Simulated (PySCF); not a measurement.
B(Cl)2(SiH3) (BCl2H3Si), SMILES [SiH3]B(Cl)Cl.

Coordinates come from a ωB97X-D3(BJ)/def2-SVP optimisation.

The numbers are results of r2SCAN/def2-TZVPD (PySCF), not measurements.

Isolated molecule, no solvent.

| Quantity | Result |
|---|---|
| total energy | -1236.55018 hartree |
| highest occupied level | -7.45 eV |
| lowest empty level | -2.95 eV |
| orbital gap | 4.49 eV |
| dipole moment | 0.42 D |
| quadrupole, principal values (traceless, Buckingham form, about the centre of nuclear charge) | -0.86, -0.62, 1.49 D·Å |
| mean static polarisability | 73.3 bohr³ (10.86 Å³) |
| polarisability, principal values | 57.0, 80.3, 82.7 bohr³ |
